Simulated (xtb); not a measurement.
xtb input file for BH₃, SMILES B, GFN2-xTB. 

```
$ xtb mol.xyz --gfn 2 --ohess tight --chrg 0 --uhf 0 --json
$ cat mol.xyz
4

B      0.01820000    -0.02170000    -0.00730000
H     -1.11650000    -0.08860000    -0.23920000
H      0.42080000    -0.55540000     0.87160000
H      0.70370000     0.65670000    -0.69120000
```

Log of the run:

```
[...]
          :  unpaired electrons                  0          :
          ...................................................

 iter      E             dE          RMSdq      gap      omega  full diag
   1     -2.7768402 -0.277684E+01  0.461E-06    4.49       0.0  T
   2     -2.7768402 -0.888178E-15  0.279E-06    4.49   17941.2  T
   3     -2.7768402  0.177636E-14  0.155E-07    4.49  100000.0  T

   *** convergence criteria satisfied after 3 iterations ***

         #    Occupation            Energy/Eh            Energy/eV
      -------------------------------------------------------------
         1        2.0000           -0.5081457             -13.8273
         2        2.0000           -0.4397408             -11.9660
         3        2.0000           -0.4397308             -11.9657 (HOMO)
         4                         -0.2745694              -7.4714 (LUMO)
         5                          0.3333144               9.0699
         6                          0.3335487               9.0763
         7                          0.3742655              10.1843
      -------------------------------------------------------------
                  HL-Gap            0.1651614 Eh            4.4943 eV
             Fermi-level           -0.3571501 Eh           -9.7185 eV

 SCC (total)                   0 d,  0 h,  0 min,  0.000 sec
 SCC setup                      ...        0 min,  0.000 sec ( 12.171%)
 Dispersion                     ...        0 min,  0.000 sec (  1.937%)
 classical contributions        ...        0 min,  0.000 sec (  0.916%)
 integral evaluation            ...        0 min,  0.000 sec ( 23.334%)
 iterations                     ...        0 min,  0.000 sec ( 32.290%)
 molecular gradient             ...        0 min,  0.000 sec ( 21.386%)
 printout                       ...        0 min,  0.000 sec (  6.541%)

         :::::::::::::::::::::::::::::::::::::::::::::::::::::
         ::                     SUMMARY                     ::
         :::::::::::::::::::::::::::::::::::::::::::::::::::::
         :: total energy              -2.740090661082 Eh    ::
         :: gradient norm              0.002592205873 Eh/a0 ::
         :: HOMO-LUMO gap              4.494269501727 eV    ::
         ::.................................................::
         :: SCC energy                -2.776840199445 Eh    ::
         :: -> isotropic ES            0.017285748884 Eh    ::
         :: -> anisotropic ES          0.004867398142 Eh    ::
         :: -> anisotropic XC         -0.000728931326 Eh    ::
         :: -> dispersion             -0.000589654543 Eh    ::
         :: repulsion energy           0.036749538363 Eh    ::
         :: add. restraining           0.000000000000 Eh    ::
         :: total charge              -0.000000000000 e     ::
         :::::::::::::::::::::::::::::::::::::::::::::::::::::

           -------------------------------------------------
          |                Numerical Hessian                |
           -------------------------------------------------
step length          :   0.00500
SCC accuracy         :   0.30000
Hessian scale factor :   1.00000
frozen atoms in %    :   0.00000    0
RMS gradient         :   0.00259 !! INCOMPLETELY OPTIMIZED GEOMETRY !!
estimated CPU  time      0.00 min

writing file <hessian>.

 projected vibrational frequencies (cm⁻¹)
eigval :       -0.00    -0.00    -0.00    -0.00     0.00     0.00
eigval :      883.66  1165.40  1165.63  2658.78  2731.40  2732.37
           -------------------------------------------------
          |                Property Printout                |
           -------------------------------------------------

    * Orbital Energies and Occupations

         #    Occupation            Energy/Eh            Energy/eV
      -------------------------------------------------------------
         1        2.0000           -0.5081457             -13.8273
         2        2.0000           -0.4397408             -11.9660
         3        2.0000           -0.4397308             -11.9657 (HOMO)
         4                         -0.2745694              -7.4714 (LUMO)
         5                          0.3333144               9.0699
         6                          0.3335487               9.0763
         7                          0.3742655              10.1843
      -------------------------------------------------------------
                  HL-Gap            0.1651614 Eh            4.4943 eV
             Fermi-level           -0.3571501 Eh           -9.7185 eV

     #   Z          covCN         q      C6AA      α(0)
     1   5 B        2.822     0.242    17.670     7.022
     2   1 H        0.941    -0.081     4.924     3.469
     3   1 H        0.941    -0.081     4.925     3.469
     4   1 H        0.941    -0.081     4.924     3.469

 Mol. C6AA /au·bohr⁶  :        117.866002
 Mol. C8AA /au·bohr⁸  :       2466.191585
 Mol. α(0) /au        :         17.429309


Wiberg/Mayer (AO) data.
largest (>0.10) Wiberg bond orders for each atom

 ---------------------------------------------------------------------------
     #   Z sym  total        # sym  WBO       # sym  WBO       # sym  WBO
 ---------------------------------------------------------------------------
     1   5 B    2.977 --     2 H    0.992     4 H    0.992     3 H    0.992
     2   1 H    0.993 --     1 B    0.992
     3   1 H    0.993 --     1 B    0.992
     4   1 H    0.993 --     1 B    0.992
 ---------------------------------------------------------------------------

Topologies differ in total number of bonds
Writing topology from bond orders to xtbtopo.mol

molecular dipole:
                 x           y           z       tot (Debye)
 q only:        0.001      -0.006      -0.005
   full:        0.005      -0.021      -0.015       0.067
molecular quadrupole (traceless):
                xx          xy          yy          xz          yz          zz
 q only:       -0.264      -0.126       0.259      -0.093       0.406       0.005
  q+dip:        0.191       0.091      -0.188       0.066      -0.293      -0.003
   full:       -0.762      -0.363       0.746      -0.267       1.170       0.016

           -------------------------------------------------
          |                Geometry Summary                 |
Molecule has the following symmetry elements: (C3) 3*(C2) (S3) 4*(sigma)
It seems to be the D3h point group
           -------------------------------------------------

      molecular mass/u    :       13.8348503
   center of mass at/Å    :        0.0081492      -0.0094021      -0.0218156
  moments of inertia/u·Å² :        0.2050206E+01   0.2050310E+01   0.4099149E+01
rotational constants/cm⁻¹ :        0.8222408E+01   0.8221993E+01   0.4112471E+01

 * 3 selected distances

     #   Z          #   Z                                           value/Å
     1   5 B        2   1 H                                       1.1643542 (min)
     1   5 B        3   1 H                                       1.1645190 (max)
     1   5 B        4   1 H                                       1.1644302

 * 1 distinct bonds (by element types)

   Z      Z             #   av. dist./Å        max./Å        min./Å
   1 H    5 B           3     1.1644345     1.1645190     1.1643542

           -------------------------------------------------
          |               Frequency Printout                |
           -------------------------------------------------
 projected vibrational frequencies (cm⁻¹)
eigval :       -0.00    -0.00    -0.00    -0.00     0.00     0.00
eigval :      883.66  1165.40  1165.63  2658.78  2731.40  2732.37
 reduced masses (amu)
   1:  2.13   2:  1.61   3:  4.41   4:  6.26   5:  7.27   6:  7.34   7:  3.15   8:  2.03
   9:  2.03  10:  1.01  11:  2.12  12:  2.12
 IR intensities (km·mol⁻¹)
   1:  0.06   2:  0.03   3:  0.05   4:  0.02   5:  0.01   6:  0.02   7:277.35   8: 23.56
   9: 23.57  10:  0.05  11:120.14  12:120.16
 Raman intensities (Ä⁴*amu⁻¹)
   1:  0.00   2:  0.00   3:  0.00   4:  0.00   5:  0.00   6:  0.00   7:  0.00   8:  0.00
   9:  0.00  10:  0.00  11:  0.00  12:  0.00
 output can be read by thermo (or use thermo option).
 writing <g98.out> molden fake output.
 recommended (thermochemical) frequency scaling factor: 1.0
           -------------------------------------------------
          |             Thermodynamic Functions             |
           -------------------------------------------------

d3h symmetry found (for desy threshold:  0.10E+00) used in thermo

          ...................................................
          :                      SETUP                      :
          :.................................................:
          :  # frequencies                           6      :
          :  # imaginary freq.                       0      :
          :  linear?                             false      :
          :  only rotor calc.                    false      :
          :  symmetry                              d3h      :
          :  rotational number                       6      :
          :  scaling factor                  1.0000000      :
          :  rotor cutoff                   50.0000000 cm⁻¹ :
          :  imag. cutoff                  -20.0000000 cm⁻¹ :
          :.................................................:

    mode    ω/cm⁻¹     T·S(HO)/kcal·mol⁻¹    T·S(FR)/kcal·mol⁻¹   T·S(vib)
   ------------------------------------------------------------------------
   ------------------------------------------------------------------------

   temp. (K)  partition function   enthalpy   heat capacity  entropy
                                   cal/mol     cal/K/mol   cal/K/mol   J/K/mol
 298.15  VIB   1.02                   60.224      0.982      0.245
         ROT   52.8                  888.752      2.981     10.865
         INT   54.0                  948.977      3.963     11.110
         TR   0.498E+26             1481.254      4.968     33.807
         TOT                        2430.2306     8.9310    44.9165   187.9307

       T/K    H(0)-H(T)+PV         H(T)/Eh          T*S/Eh         G(T)/Eh
   ------------------------------------------------------------------------
    298.15    0.387282E-02    0.297010E-01    0.213413E-01    0.835967E-02
   ------------------------------------------------------------------------

         :::::::::::::::::::::::::::::::::::::::::::::::::::::
         ::                  THERMODYNAMIC                  ::
Note: The following floating-point exceptions are signalling: IEEE_DENORMAL
normal termination of xtb
         :::::::::::::::::::::::::::::::::::::::::::::::::::::
         :: total free energy          -2.731730986344 Eh   ::
         ::.................................................::
         :: total energy               -2.740090661082 Eh   ::
         :: zero point energy           0.025828141087 Eh   ::
         :: G(RRHO) w/o ZPVE           -0.017468466349 Eh   ::
         :: G(RRHO) contrib.            0.008359674738 Eh   ::
         :::::::::::::::::::::::::::::::::::::::::::::::::::::

optimized geometry written to: xtbopt.xyz


           -------------------------------------------------
          | TOTAL ENERGY               -2.740090661082 Eh   |
          | TOTAL ENTHALPY             -2.710389700949 Eh   |
          | TOTAL FREE ENERGY          -2.731730986344 Eh   |
          | GRADIENT NORM               0.002592205848 Eh/α |
          | HOMO-LUMO GAP               4.494269504524 eV   |
           -------------------------------------------------
########################################################################
[WARNING] Runtime exception occurred
-1- hessian_numhess: Hessian on incompletely optimized geometry!
########################################################################

------------------------------------------------------------------------
------------------------------------------------------------------------
 total:
 SCF:
 ANC optimizer:
 analytical hessian:
```

Self-consistency was reached.

Cost: about 0.04 core-seconds (a rough figure).
